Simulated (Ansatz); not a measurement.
BH4N (SMILES BN), charge 0, multiplicity 1, relaxed at each level with Ansatz (a quantum-chemistry and plane-wave program); harmonic frequencies from differences of analytic forces, average atomic masses, frozen cores.

```
level               B1–N2 (Å)  B1–H3 (Å)  B1–H4 (Å)  N2–H5 (Å)  N2–H6 (Å)  N2–B1–H3 (°)  N2–B1–H4 (°)  H3–B1–H4 (°)  dipole (D)
------------------  ---------  ---------  ---------  ---------  ---------  ------------  ------------  ------------  ----------
HF/def2-TZVPP          1.3860     1.1917     1.1917     0.9914     0.9914         119.4         119.4         121.1        1.71
PBE/def2-TZVPP         1.3928     1.2019     1.2019     1.0140     1.0140         118.8         118.8         122.3        2.06
r2SCAN/def2-TZVPP      1.3876     1.1950     1.1950     1.0062     1.0062         118.9         118.9         122.2        2.00
B3LYP/def2-TZVPP       1.3878     1.1917     1.1917     1.0061     1.0061         119.0         119.0         121.9        1.95
PBE0/def2-TZVPP        1.3849     1.1963     1.1963     1.0050     1.0050         119.0         119.0         122.0        1.97
wB97X-V/def2-TZVPP     1.3909     1.1976     1.1976     1.0061     1.0061         119.0         119.0         122.1        1.91
MP2/cc-pVTZ            1.3920     1.1905     1.1905     1.0041     1.0041         118.8         118.8         122.3        1.97
CCSD(T)/cc-pVDZ        1.3989     1.2111     1.2111     1.0157     1.0157         118.9         118.9         122.3        2.24
CCSD(T)/cc-pVTZ        1.3939     1.1944     1.1944     1.0055     1.0055         118.9         118.9         122.3        2.00
```

Measured: bond lengths of mixed type (r0, rs, rg or re) BN 1.391, BH 1.195, NH 1.004 Å [NIST CCCBDB].
